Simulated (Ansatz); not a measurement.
`[F][SnH]([Br])[Br]` → `[F][Sn][Br]` + HBr at 600 K and 1 bar (stannylene formation by 1,1-elimination).

Gas-phase electronic energies from Ansatz, PBE0-D4/def2-TZVP geometries. CBS: MP2 limit from def2 TZ/QZ plus the TZ coupled-cluster correction, frozen cores. Elements past krypton have def2 core potentials. For Br, Sn outer-core shells are correlated without core-valence functions, which leaves a few kJ/mol of doubt a bond. Scalar relativity is left out up to krypton.

| species | CCSD(T)/CBS energy (Eh) | H − E (kJ/mol) | S (J/(mol·K)) |
| --- | --- | --- | --- |
| `[F][SnH]([Br])[Br]` | -5461.18012 | 74.8 | 430.9 |
| `[F][Sn][Br]` | -2887.23951 | 35.9 | 350.0 |
| HBr | -2573.91920 | 33.5 | 219.1 |

H − E and S are ideal-gas, rigid-rotor, harmonic terms from PBE0-D4/def2-TZVP. 1 Eh = 2625.50 kJ/mol, R = 8.31446 J/(mol·K).

Problem. By hand: ΔE, ΔH, ΔS and ΔG.

Solution. ΔE = (-2887.23951) + (-2573.91920) − (-5461.18012) = 0.02141 Eh = 56.2 kJ/mol. Δ(H − E) = 35.9 + 33.5 − 74.8 = -5.4, so ΔH = 50.8 kJ/mol. ΔS = 350.0 + 219.1 − 430.9 = 138.2 J/(mol·K). ΔG = 50.8 − 600 × (138.2)/1000 = -32.1 kJ/mol.

Problem. By hand: the equilibrium constant, and the temperature at which ΔG would vanish if ΔH and ΔS stayed fixed.

Solution. log₁₀ K = −ΔG/(RT ln 10) = 2.8. ΔG = 0 at ΔH/ΔS = 368 K.

The number of gas molecules changes by +1, which sets the sign of ΔS. A doubt of 5 kJ/mol in ΔE shifts log₁₀ K by 0.4 here. These are equilibria of isolated gas molecules and say nothing of rates. Largest T1 diagnostic: 0.014 (customary marks: 0.02 for closed shells, 0.045 for open ones).
